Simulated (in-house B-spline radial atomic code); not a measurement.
Computed with a B-spline radial atomic code. Model: two electrons, singlet ground state, non-relativistic, full CI in B-splines with partial waves to l = 8 (at full coupling up to 3e-4 hartree above the limit, correlation up to 0.6 % small), density held at that of full coupling by Lieb maximisation.

W(λ) is the mean repulsion in the state of coupling λ less the Hartree energy of the fixed density. Its start is exact exchange, its initial slope is twice the second-order Görling-Levy correlation energy, and its area from 0 to 1 is E_xc. A straight curve means weak, dynamic correlation, and a curve that drops fast and flattens means strong correlation.

Command:
```bash
python run_ac.py task.json out
```
Settings (lengths in bohr, energies in hartree):
```
potential              gauss
strength               12.8
lmax                   8
second                 2.02
```

Cost of the run: 28 s on 1 thread of Intel(R) Xeon(R) Processor @ 2.30GHz, with other jobs on the host.

**W = mean repulsion less Hartree energy, and W of three functionals.**

Given: confinement Gaussian well; well depth 12.8 hartree; well width 2.02 bohr; external potential -V exp(-r^2/w^2).

Computed: PBE exchange minus exact 47.623 millihartree; SCAN exchange minus exact 4.5193 millihartree.

| coupling | W xc (hartree) | W xc minus exchange (millihartree) | kinetic minus Kohn-Sham (millihartree) | LDA (PW92) W minus its exchange (millihartree) | PBE W minus its exchange (millihartree) | SCAN W minus its exchange (millihartree) |
| --- | --- | --- | --- | --- | --- | --- |
| 0 | -1.1268 | 0 | 0 | 0 | 0 | 0 |
| 0.02 | ? | ? | ? | ? | ? | ? |
| 0.05 | -1.1317 | -4.87 | 0.12 | -25.17 | -7.76 | -4.68 |
| 0.12 | -1.1383 | -11.519 | 0.69 | -48.38 | -17.86 | -10.96 |
| 0.25 | -1.1502 | -23.37 | 2.87 | -80.98 | -34.9 | -22.03 |
| 0.4 | -1.1631 | -36.286 | 7.06 | -110.54 | -52.51 | -34.02 |
| 0.6 | -1.1792 | -52.342 | 15.06 | -142.63 | -73.44 | -48.88 |
| 0.8 | -1.194 | -67.184 | 25.43 | -169.47 | -92.14 | -62.66 |
| 1 | -1.2078 | -80.928 | 37.79 | -192.69 | -109.08 | -75.48 |
| 1.4 | -1.2324 | -105.54 | 67.2 | -231.62 | -138.79 | -98.71 |
| 2 | -1.2633 | -136.52 | 119.55 | -277.64 | -175.72 | -128.62 |
| 3 | ? | ? | ? | ? | ? | ? |
| 4.5 | -1.3458 | -218.94 | 375.56 | -394.65 | -276 | -213.43 |
| 7 | -1.391 | -264.13 | 630.64 | -460.36 | -335.1 | -263.51 |
| 10 | -1.4245 | -297.68 | 912.01 | -511.66 | -382.19 | -301.59 |

(1) What belongs in the row 0.02?

(2) What belongs in the row 3?

(3) What is the LDA exchange minus exact?

**Energy parts, natural occupations and partial-wave weights.**

Computed: total energy -17.4426 hartree; kinetic part of the DFT correlation energy 0.037789 hartree; initial slope twice GL2 -0.098421 hartree; kinetic part over minus potential part 0.46694; Hartree energy 2.2536 hartree; Kohn-Sham kinetic 2.9733 hartree; Lieb Oxford ratio E_xc over LDA exchange 1.2153.

```tsv
natural	occupation of the shell (electrons)
s	1.9866
p	0.011928
s	0.00078233
d	0.00045754
p	?
f	5.7913e-05
```

(4) What belongs in the row p?

```json
{"wave": "s", "weight": "0.9937"}
{"wave": "p", "weight": "?"}
{"wave": "d", "weight": "0.00024016"}
{"wave": "f", "weight": "3.2127e-05"}
{"wave": "g", "weight": "7.2505e-06"}
```

(5) What belongs in the row p?

(6) What is the exchange energy?

(7) What is the correlation energy?

Answers

(1) W xc (hartree): -1.1288; W xc minus exchange (millihartree): -1.96; kinetic minus Kohn-Sham (millihartree): 0.02; LDA (PW92) W minus its exchange (millihartree): -12.25; PBE W minus its exchange (millihartree): -3.17; SCAN W minus its exchange (millihartree): -1.89.

(2) W xc (hartree): -1.3033; W xc minus exchange (millihartree): -176.52; kinetic minus Kohn-Sham (millihartree): 218.55; LDA (PW92) W minus its exchange (millihartree): -334.67; PBE W minus its exchange (millihartree): -223.64; SCAN W minus its exchange (millihartree): -168.72.

(3) 164.12 millihartree.

(4) occupation of the shell (electrons): 0.00010653.

(5) weight: 0.0060208.

(6) -1.1268 hartree.

(7) -0.04314 hartree.

Half-way to full coupling W has made 55 % of its drop, against 50 % for a straight line, and second-order (GL2) theory, half the initial slope, overshoots the correlation energy by about 14 %: a moderate bend, as in light atoms. Over couplings 0 to 1 the errors in E_xc come to about +88 millihartree for LDA, +30 millihartree for PBE, +7.3 millihartree for SCAN, so SCAN is nearest. In LDA and PBE the errors of exchange and correlation have opposite signs, so the sum is smaller than the larger of the two.
